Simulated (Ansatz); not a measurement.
The same path of BH₅InNOS (10 atoms, charge 0, multiplicity 1) was run twice with different band settings. Lost on the way: B4–H9. Made: S5–H9.

Level of theory: Ansatz, RKS BHLYP/def2-SVP.

Relaxed end points:

```xyz
10
Properties=species:S:1:pos:R:3
N 0.798 1.250 1.567
In 0.557 0.115 -0.081
O 1.871 0.823 -1.413
B -0.954 -1.515 -0.455
S -2.709 -1.318 -0.526
H 1.588 1.870 1.643
H 0.451 1.002 2.478
H 1.865 0.425 -2.279
H -0.617 -2.649 -0.635
H -2.851 -0.003 -0.299
```

```xyz
10
Properties=species:S:1:pos:R:3
N 0.953 1.414 1.661
In 0.770 0.247 0.016
O 1.864 1.127 -1.411
B -0.311 -1.681 -0.202
S -1.961 -1.593 -0.835
H 1.701 2.090 1.676
H 0.802 1.051 2.588
H 1.902 0.681 -2.253
H -2.734 -2.665 -0.563
H -2.985 -0.670 -0.676
```

Common settings: movable images 5; climbing image yes; optimiser quadratic models (default); start path through a guess of the saddle point; force threshold 0.05 eV/Å; iteration limit 60; end points relaxed.

| run | spring |
| --- | --- |
| 1 | 5.0 eV/Å² |
| 2 | 0.1 eV/Å² |

Task: What does each run give, and how far can it be trusted?

Result: Run 1: converged after 31 iterations, highest image 4.938 eV above the first end. Neighbouring images differ by up to 3.2 eV, so the band resolves the path poorly. A vibrational analysis at the climbing image gives one clearly imaginary mode, 1421i cm⁻¹: a first-order saddle point.
Run 2: converged after 23 iterations, highest image 4.938 eV above the first end. Neighbouring images differ by up to 3.5 eV, so the band resolves the path poorly. Another band between the same ends (5 images) ends at a top of the same energy, where a vibrational analysis finds 1 clearly imaginary mode.
The orbitals stay closed-shell, which can raise the energy where a bond breaks towards radicals; this wasn't checked here.
